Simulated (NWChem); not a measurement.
# CH₄Ge, singlet; SMILES [CH3][GeH]

Results from NWChem. Low-valent species are run as closed-shell singlets; no triplet was tried in these runs. Coordinates come from a PBE-D3(BJ)/def2-SVP optimisation. Level M06-L/def2-SVP: energy and gradient on several grids; changes count from the extra-fine grid, which is no exact limit either.

```csv
grid,size of the energy change (μHa),largest change of a gradient component (μHa/bohr),"time, medium = 1 (rough)"
xcoarse,3000,10000,about 1
coarse,40,600,about 1
medium,10,200,about 1
fine,< 10,30,about 1
xfine,< 10,< 30,2
```
